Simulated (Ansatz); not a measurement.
The first iterations of a band of C2H6OSn (10 atoms, charge 0, multiplicity 1).

Method: RKS r2SCAN/def2-SVP (Ansatz).

| Item | Value |
| --- | --- |
| movable images | 7 |
| climbing image | yes |
| spring | 5.0 eV/Å² |
| optimiser | quadratic models (default) |
| start path | through a guess of the saddle point |
| force threshold | 0.05 eV/Å |
| iteration limit | 60 |
| end points | relaxed |

Image 0:

```xyz
10
Properties=species:S:1:pos:R:3
C -0.810 0.737 -0.495
C -0.550 -0.777 -0.295
Sn 1.274 -0.195 0.735
O 0.277 1.457 0.092
H -0.891 0.984 -1.573
H -1.766 1.037 -0.022
H -1.286 -1.302 0.332
H -0.386 -1.351 -1.219
H 1.404 -0.271 2.448
H 2.818 -0.370 -0.001
```

Image 8:

```xyz
10
Properties=species:S:1:pos:R:3
C -1.014 0.240 -0.346
C -1.433 -1.015 -0.490
Sn 2.175 -0.575 0.605
O 0.316 0.586 -0.480
H 0.455 1.519 -0.265
H -1.678 1.082 -0.123
H -2.495 -1.239 -0.383
H -0.737 -1.830 -0.710
H 1.524 0.226 2.067
H 2.970 0.956 0.128
```

| iteration | highest image above the first end (eV) | largest band force component (eV/Å) |
| --- | --- | --- |
| 1 | 6.182 | 23.757 |
| 2 | 3.607 | 2.772 |
| 3 | 2.849 | 2.756 |
| 4 | 3.772 | 2.777 |
| 5 | 3.942 | 2.118 |
| 6 | 3.442 | 2.091 |
| 7 | 2.851 | 2.056 |
| 8 | 2.649 | 1.210 |
| 9 | 2.676 | 1.232 |
| 10 | 2.763 | 0.761 |
| 11 | 2.712 | 0.902 |
| 12 | 2.712 | 0.561 |
| 13 | 2.425 | 0.511 |

Does the band converge within its limit, and where does its top end?

It converged. It ended after 40 iterations with the highest image 2.895 eV above the first end. Neighbouring images differ by up to 2.2 eV, so the band resolves the path poorly. A vibrational analysis at the climbing image gives one clearly imaginary mode, 1364i cm⁻¹: a first-order saddle point. The orbitals stay closed-shell, which can raise the energy where a bond breaks towards radicals; this wasn't checked here.

Time of the run: 6.4 min on 2 threads of Intel(R) Xeon(R) Platinum 8488C (Sapphire Rapids) (shared host), peak memory 0.22 GiB.
